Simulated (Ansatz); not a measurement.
The same path of CH₃FSSiZn (8 atoms, charge 0, multiplicity 1) was run twice with different band settings. Lost on the way: Si4–H7. Made: S3–H7.

Level of theory: Ansatz 0.2.0, RKS r2SCAN-D4/def2-SVP.

Relaxed end points:

```xyz
8
Properties=species:S:1:pos:R:3
F 0.190 0.717 2.346
C 0.505 1.065 1.057
S 1.121 -0.396 0.076
Si -0.640 -0.941 -1.146
Zn -1.059 1.167 -0.213
H 1.346 1.778 1.090
H -0.159 -1.193 -2.539
H -1.304 -2.198 -0.673
```

```xyz
8
Properties=species:S:1:pos:R:3
F 0.832 0.405 2.147
C 0.395 0.845 0.940
S 1.006 -0.409 -0.449
Si -0.928 -0.279 -2.096
Zn -1.428 0.768 -0.006
H 0.990 1.744 0.667
H 0.554 -1.499 0.214
H -1.421 -1.575 -1.418
```

Common settings: movable images 7; climbing image yes; spring 5.0 eV/Å²; optimiser quadratic models (default); force threshold 0.05 eV/Å; end points relaxed.

| run | start path | iteration limit |
| --- | --- | --- |
| 1 | through a guess of the saddle point | 23 |
| 2 | straight line | 24 |

**Question.** What does each run give, and how far can it be trusted?

**Answer.** Run 1: converged after 13 iterations, highest image 2.607 eV above the first end. A vibrational analysis at the climbing image gives one clearly imaginary mode, 797i cm⁻¹: a first-order saddle point.
Run 2: converged after 14 iterations, highest image 2.607 eV above the first end. Another band between the same ends (7 images) ends at a top of the same energy, where a vibrational analysis finds 1 clearly imaginary mode.
The orbitals stay closed-shell, which can raise the energy where a bond breaks towards radicals; this wasn't checked here.
